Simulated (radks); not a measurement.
Values are calculated unless marked as measured or tabulated.
Correlation energies from several functionals, in hartree. Species: Ge4+ [Ar] 3d10; Pd35+ [Ne] 3s1; P4+ [Ne] 3s1. Code: a radial shooting solver on a logarithmic mesh with Libxc functionals. Model: non-relativistic Kohn-Sham, LDA (Slater exchange, Perdew-Wang correlation), spin-polarised, spherical densities, point nucleus. Every spin shell is full or empty, so the densities are truly spherical. Functionals are evaluated on that one density, not self-consistently.

functional     Ge4+     Pd35+       P4+
PW92        -2.6712   -1.3413  -0.93605
VWN5        -2.6841   -1.3458  -0.94085
Wigner      -1.5131  -0.57390  -0.55049
PW91        -1.5319  -0.56165  -0.45472
AM05        -2.4673   -1.2154  -0.84512
OP (B88)    -1.3753  -0.52884  -0.45204
r2SCAN      -1.4096  -0.47056  -0.40941
B95         -1.7061  -0.72285  -0.49644
Tao-Mo      -1.3453  -0.42256  -0.36897
